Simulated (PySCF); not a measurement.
La²⁺: excitation energy

La²⁺ [Xe] 5d1 (2D) → La²⁺ [Xe] 4f1 (2F), as a difference of total energies. All numbers are calculated (PySCF 2.14, the spin-free X2C one-electron Hamiltonian (Gaussian nucleus), in cc-pVDZ-X2C (8s7p5d3f1g, 84 functions)). Correlated levels: valence: [Kr] 4d10 frozen; valence and next inner shell: [Ar] 3d10 frozen. The calculations carry no spin-orbit coupling.

| method | excitation energy (eV) |
| --- | --- |
| UHF | 1.941 |
| LDA | -0.341 |
| PBE | -0.198 |
| PBE0 | 0.245 |
| r2SCAN | -0.155 |
| MP2 (valence) | 1.678 |
| SCS-MP2 (valence) | 1.722 |
| MP2 (valence and next inner shell) | 1.999 |
| SCS-MP2 (valence and next inner shell) | 2.000 |

Q: How much does correlation contribute at MP2 (valence and next inner shell)?

A: 1.999 − (1.941) = 0.058 eV, measured against UHF.

The basis was made for the ground configuration and has no added diffuse functions, so the excitation energy can come out too high.
